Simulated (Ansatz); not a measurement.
`OP[SiH2][SiH3]` + `[OH][Al]([OH])[SeH]` → `[OH][Al]([OH])[SiH3]` + `OP[SiH2][SeH]`  (redistribution)

Program: Ansatz. Geometries: PBE0-D4/def2-TZVP. ΔE: electronic, gas phase. CCSD(T)/CBS is the MP2 limit (def2-TZVPP, def2-QZVPP) plus CCSD(T) − MP2 in def2-TZVPP, frozen cores. For Se outer-core shells are correlated without core-valence functions, which leaves a few kJ/mol of doubt a bond. Scalar relativity is left out up to krypton. Each species was taken in one conformer, which may not be the lowest.

`OP[SiH2][SiH3]`:

Cartesian coordinates in Å:
```
O -2.011 -0.700 2.031
P -1.723 -0.168 0.480
Si 0.505 0.201 0.586
Si 1.287 0.430 -1.609
H -2.845 -0.336 2.339
H -1.547 -1.428 -0.166
H 1.224 -0.902 1.281
H 0.738 1.466 1.337
H 0.606 1.568 -2.283
H 1.015 -0.811 -2.383
H 2.753 0.680 -1.611
```

`[OH][Al]([OH])[SeH]`:

```xyz
7

O    -0.090    0.401    1.657
Al   -0.157   -0.278    0.116
O    -0.881   -1.793   -0.018
Se    0.684    0.764   -1.777
H     0.295    1.252    1.854
H    -0.974   -2.275   -0.836
H     1.123    1.929   -0.997
```

`[OH][Al]([OH])[SiH3]`:

```xyz
9

O    -1.811   -1.056   -0.328
Al   -0.643    0.165   -0.208
O    -0.933    1.787   -0.599
Si    1.591   -0.432    0.549
H    -2.714   -0.953   -0.620
H    -1.752    2.162   -0.918
H     2.549   -0.420   -0.593
H     1.622   -1.792    1.154
H     2.092    0.538    1.562
```

`OP[SiH2][SeH]`:

Z-matrix (Å, degrees):
```
Si
P 1 2.260
Se 1 2.280 2 109.9
H 1 1.489 2 107.3 3 121.8
H 1 1.485 2 113.4 3 -116.2
O 2 1.661 1 99.4 3 74.1
H 2 1.426 1 93.1 3 173.5
H 3 1.470 1 92.9 2 59.9
H 6 0.960 2 109.3 1 -131.8
```

```
               species  HF/CBS(def2) energy (Eh)
      `OP[SiH2][SiH3]`                -997.64932
 `[OH][Al]([OH])[SeH]`               -2793.55700
`[OH][Al]([OH])[SiH3]`                -683.72229
       `OP[SiH2][SeH]`               -3107.46488
```

Task: Work out ΔE.

Result: ΔE = (-683.72229) + (-3107.46488) − (-997.64932) − (-2793.55700) = 0.01915 Eh = +50.3 kJ/mol. CCSD(T)/CBS gives +47.8 kJ/mol.

Largest T1 diagnostic among the species: 0.014.
